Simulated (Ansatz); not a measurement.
Consider the ligand exchange at a Ge–O bond: `[F][GeH2][O][GeH3]` + `OCS` → `OC[S][GeH3]` + `[OH][GeH2][F]`.

Computed with Ansatz on PBE0-D4/def2-TZVP structures; ΔE is electronic, products minus reactants. CCSD(T)/CBS adds triple-zeta CCSD(T) − MP2 to the extrapolated MP2 energy (def2 sets, frozen cores). Functionals use def2-TZVPP. For Ge outer-core shells are correlated without core-valence functions, which leaves a few kJ/mol of doubt a bond. Scalar relativity is left out up to krypton. Each species was taken in one conformer, which may not be the lowest.

```json
{"level": "ωB97M-V", "ΔE (eV)": "-0.18"}
{"level": "r2SCAN", "ΔE (eV)": "-0.23"}
{"level": "CCSD(T)/def2-TZVPP", "ΔE (eV)": "-0.14"}
{"level": "CCSD/CBS(def2)", "ΔE (eV)": "-0.15"}
```

Problem. What does CCSD(T)/CBS give? (An estimate is asked.)

Solution. Computed: -0.18 eV. The listed levels differ from it by 0.00, -0.05, 0.04, 0.03 eV.

Largest T1 diagnostic among the species: 0.012.

In def2-TZVPP, CCSD(T) changes the Hartree–Fock value by −0.15 eV (the triples alone add −0.03 eV) and MP2 by −0.18 eV. From PBE to PBE0 (25 % exact exchange), in def2-TZVPP and without D4, ΔE moves by +0.04 eV.
